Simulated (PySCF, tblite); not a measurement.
Task: What does the GFN2-xTB structure of `c1ccc(-c2cpcs2)cc1` look like in three dimensions?

Result: 
```xyz
18
C9H7PS angstrom
C     -2.826    0.535   -0.603
C     -2.459   -0.112    0.565
C     -1.129   -0.367    0.835
C     -0.137    0.022   -0.066
C      1.269   -0.235    0.213
C      1.773   -1.213    1.019
P      3.519   -1.337    1.212
C      3.805   -0.011    0.179
S      2.466    0.781   -0.530
C     -0.518    0.675   -1.239
C     -1.849    0.927   -1.504
H     -3.866    0.737   -0.809
H     -3.216   -0.416    1.273
H     -0.854   -0.851    1.760
H      1.123   -1.917    1.514
H      4.776    0.379   -0.072
H      0.240    0.977   -1.948
H     -2.126    1.433   -2.417
```

Orientation and origin are arbitrary. Atoms count from 1 in this order. The 8 C–C bonds span 1.364 Å (C5–C6, aromatic) to 1.456 Å (C4–C5, drawn single), a spread of 0.092 Å. The 2 C–P bonds span 1.705 Å (P7–C8, aromatic) to 1.760 Å (C6–P7, aromatic), a spread of 0.055 Å. The 2 C–S bonds span 1.710 Å (C8–S9, aromatic) to 1.736 Å (C5–S9, aromatic), a spread of 0.026 Å. P7 (phosphorus bonded to 2 C) is bent (angle 92.6°).

Bonds between heavy atoms (Å): C1–C2 1.385, C2–C3 1.381, C3–C4 1.396, C4–C5 1.456, C5–C6 1.364, C6–P7 1.760, P7–C8 1.705, C8–S9 1.710, C4–C10 1.395, C10–C11 1.381, C1–C11 1.385, C5–S9 1.736.

The geometry is computed with GFN2-xTB (gas phase).

Point group: C1 (no symmetry element, even within 0.4 Å). Its GFN2-xTB frequencies are all real (lowest 41 cm⁻¹). One conformer, not necessarily the lowest (C3–C4–C5–C6 25°). 2 starts were optimised and ended at 0.00 and 0.20 kcal/mol (GFN2-xTB); the lowest of these is shown.
